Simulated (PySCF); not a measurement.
**EuF: energy against distance**

Set-up: basis Eu x2c-TZVPall, F x2c-TZVPall; spin-free X2C with a Gaussian nucleus; PySCF 2.14. Energies in eV from Eu (4f7 6s2) + F in their ground configurations at the same level. State: nonet, about 7.0 electrons in the 4f shell (Mulliken).

```csv
R (Å),r²SCAN0
1.777,-4.743
1.859,-5.320
1.942,-5.637
2.004,-5.749
2.066,-5.779
2.128,-5.749
2.211,-5.638
2.314,-5.425
2.438,-5.107
2.603,-4.644
```

Put a parabola through the three lowest points of the r²SCAN0 curve and estimate Re, k and ωe (reduced mass 16.9 u; 1 eV/Å² = 0.16022 mdyn/Å; ωe = 1302.8·√(k/μ) cm⁻¹).

Through R = 2.004, 2.066, 2.128 Å the second-order coefficient is 7.80 eV/Å², so Re ≈ 2.066 Å, k ≈ 2.50 mdyn/Å and ωe ≈ 501 cm⁻¹. A polynomial fit of higher order to the unrounded r²SCAN0 energies gives Re = 2.063 Å, k = 2.59 mdyn/Å, ωe = 510 cm⁻¹; anharmonicity and rounding make the difference.

The higher-order fit for each curve: r²SCAN0: Re = 2.063 Å, ωe = 510 cm⁻¹, De = 5.78 eV.

These are scalar-relativistic numbers at best; spin–orbit coupling would shift them, the dissociation energy most. With d or f electrons several states lie close, and the lowest PBE0 determinant need not be the measured ground state.
